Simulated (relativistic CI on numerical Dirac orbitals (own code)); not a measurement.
**A ladder of approximations for the levels of Cu IV**

Calculated with a relativistic CI code on KLI orbitals (one set per configuration, finite nucleus), adding one ingredient at a time: step 1, Dirac-Coulomb, each configuration alone; step 2, with Breit and QED terms; step 3, with configuration mixing; step 4, with scaled Slater integrals (0.85); step 5, with a P86 correlation estimate; step 6, tied to the ionisation limit. P86 is a density functional for the correlation energy, evaluated here for each configuration and added to its levels. Step 6 is semi-empirical: configurations made of the next ion and one excited electron move by 7345 cm⁻¹, so that their limit matches the tabulated ionisation energy, and those with a non-penetrating f or g electron also take the P86 value of the least penetrating other one.

Configuration list (outside the closed core [Ne] 3s2): 3p6 3d8, 3p6 3d7 4s, 3p6 3d7 4p, 3p6 3d7 4d, 3p6 3d7 5s, 3p6 3d7 5p, 3p6 3d7 4f, 3p5 3d9, 3p6 3d7 5d, 3p6 3d6 4s 4p, 3p6 3d7 5f, 3p6 3d6 4s2, 3p6 3d5 4s2 4p, 3p6 3d5 4s2 4d, 3p6 3d5 4s2 5s, 3p6 3d5 4s2 5p, 3p6 3d5 4s2 4f.

Computed minus measured energy above the ground level, in cm⁻¹, for 19 of the 64 excited levels that pair in every step (one J of a term; a digit in brackets numbers repeated terms):

```
Configuration  Term  J  Measured  Step 1  Step 2  Step 3  Step 4  Step 5  Step 6
      3p6 3d8    3F  3      1861      51     -49     -59     -63     -63     -63
      3p6 3d8    1D  2     16248    3289    3308    3485     643     641     638
      3p6 3d8    3P  2     19697    4087    3997    3650     402     410     417
      3p6 3d8    1G  4     26913    3452    3332    3350    -979    -979    -979
      3p6 3d8    1S  0     61456   11479   11531   11186     551     561     567
   3p6 3d7 4s    5F  5    119632  -10771  -10502  -10181   -7212   -1128    6210
   3p6 3d7 4s    5P  3    139695   -6338   -6018   -6030   -6481    -394    6944
   3p6 3d7 4s    3G  5    144066   -8007   -7779   -7501   -8482   -2397    4941
   3p6 3d7 4s    3P  0    148234   -1664   -1528   -1314   -3439    2647    9984
   3p6 3d7 4s    1G  4    148861   -6988   -6784   -6636   -8366   -2280    5057
   3p6 3d7 4s    3H  6    151623   -7485   -7374   -7154   -9273   -3188    4150
   3p6 3d7 4s    1P  1    152400    -896    -784    -605   -3371    2715   10052
   3p6 3d7 4s    1H  5    156459   -6411   -6313   -6246   -9097   -3011    4327
   3p6 3d7 4p   5F°  5    190528  -12931  -12754  -12578   -9419   -2531    4801
   3p6 3d7 4p   5D°  4    192753  -12644  -12487  -12445   -9449   -2558    4771
   3p6 3d7 4p   5G°  6    193948  -12879  -12724  -12405   -9686   -2799    4536
   3p6 3d7 4p   3G°  5    197325  -11715  -11563  -11620   -9447   -2556    4772
   3p6 3d7 4p   3F°  4    198179  -11268  -11114  -11270   -9323   -2431    4896
   3p6 3d7 4p   3D°  3    201211  -10648  -10496  -10705   -9263   -2370    4958
```

Mean absolute errors in cm⁻¹, over all paired levels and for the configurations:

```
Configuration, levels  Step 1  Step 2  Step 3  Step 4  Step 5  Step 6
              all, 64    7868    7744    7618    7260    1827    4867
           3p6 3d8, 8    3853    3819    3652     430     435     438
       3p6 3d7 4s, 34    6064    5919    5748    7460    1689    5964
       3p6 3d7 4p, 22   12114   11992   11949    9436    2546    4784
```

Measured levels: Sugar and Musgrove, J. Phys. Chem. Ref. Data 19, 527 (1990).

The mean absolute error is lowest at step 5 (1827 cm⁻¹), and the largest single drop is from step 4 to 5 (7260 to 1827). Terms of the ground configuration are off by 3853 at first, 3652 with mixing and 430 after scaling, which stands in for the correlation that narrows term splittings. The Breit and QED terms change the top of the ground term (measured 3078) from 3197 to 3032. Mixing lowers the ground level by 444; relative to it the configurations that move most are 3p6 3d7 4s by +110, 3p6 3d7 4p by +43. The P86 estimate moves 3p6 3d7 4p by +6890, 3p6 3d7 4s by +6086, and takes the mean absolute error of the excited configurations from 8236 to 2026. Step 6 takes that error from 2026 to 5500; it grows for 3p6 3d7 4s, 3p6 3d7 4p. The shift fits the limit, so it does little for low levels whose errors differ from those near the limit.
